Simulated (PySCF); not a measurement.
CH₆BP, SMILES CBP.

Geometry optimised at PBE0-D3(BJ)/def2-TZVP. The values are those of a single conformer.

Computed with TDDFT-CAM-B3LYP/def2-SVPD run with PySCF.

Vertical excitations. The molecule is in vacuum.

```
state  energy (eV)  λ (nm)      f                                                             main pairs
-----  -----------  ------  -----  ---------------------------------------------------------------------
S1            5.08     244  0.084                                                         HOMO→LUMO 88 %
S2            6.33     196  0.027                                     HOMO−1→LUMO 60 %, HOMO−2→LUMO 32 %
S3            6.57     189  0.044                                     HOMO→LUMO+1 69 %, HOMO−2→LUMO 11 %
S4            6.60     188  0.055                   HOMO−2→LUMO 52 %, HOMO−1→LUMO 24 %, HOMO→LUMO+1 10 %
S5            6.86     181  0.063                                                       HOMO→LUMO+2 78 %
S6            7.75     160  0.165                                     HOMO→LUMO+5 70 %, HOMO→LUMO+4 19 %
S7            7.94     156  0.019  HOMO→LUMO+4 35 %, HOMO→LUMO+3 29 %, HOMO→LUMO+1 12 %, HOMO→LUMO+2 7 %
S8            8.26     150  0.011                   HOMO→LUMO+3 44 %, HOMO→LUMO+4 30 %, HOMO→LUMO+5 13 %
S9            8.54     145  0.016                                   HOMO−1→LUMO+1 72 %, HOMO−3→LUMO 14 %
S10           8.64     143  0.007                                   HOMO−3→LUMO 77 %, HOMO−1→LUMO+1 16 %
T1            3.91     317      0                                                         HOMO→LUMO 96 %
T2            5.65     219      0                                                       HOMO−1→LUMO 85 %
T3            5.90     210      0  HOMO→LUMO+2 43 %, HOMO→LUMO+3 24 %, HOMO→LUMO+1 16 %, HOMO→LUMO+4 9 %
T4            5.97     208      0                                                       HOMO−2→LUMO 85 %
```
Triplets are in the Tamm–Dancoff approximation, which puts them higher than full response would, so one can lie above its singlet here.
